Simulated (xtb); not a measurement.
C4H5Cl, SMILES CC=C=CCl. All values are semi-empirical tight-binding results from xtb (GFN2-xTB unless named), good for trends rather than for accurate numbers. Geometry optimised at GFN2-xTB.

Optimised geometry:

```xyz
10

C     -2.7163     0.4908     0.1320
C     -1.6829    -0.5564    -0.1428
C     -0.4490    -0.3070    -0.4592
C      0.7864    -0.0419    -0.7379
Cl     2.0101     0.1020     0.4977
H     -2.2889     1.4869     0.0607
H     -3.5346     0.4005    -0.5811
H     -3.1254     0.3491     1.1314
H     -2.0246    -1.5835    -0.0911
H      1.1722     0.1009    -1.7342
```

Computed properties:
| Item | Result |
|---|---|
| orbital gap | 4.57 eV |
| dipole moment | 2.36 D |
| zero-point energy | 46.1 kcal/mol |
| G − E(el) at 298.15 K (modified RRHO) | 27.1 kcal/mol |
| static polarisability (D4 model) | 60.5 bohr³ |
| solvation energy, GFN2-xTB/ALPB(water) | -2.2 kcal/mol |
| solvation energy, GFN2-xTB/ALPB(methanol) | -5.5 kcal/mol |

Computed atomic charges and the Wiberg bond orders between heavy atoms:
charges (e) C1 -0.10, C2 -0.02, C3 -0.03, C4 0.04, Cl5 -0.18, H6 0.05, H7 0.05, H8 0.06, H9 0.06, H10 0.07. Bond orders C1–C2 1.01, C2–C3 1.93, C3–C4 1.92, C4–Cl5 0.94.
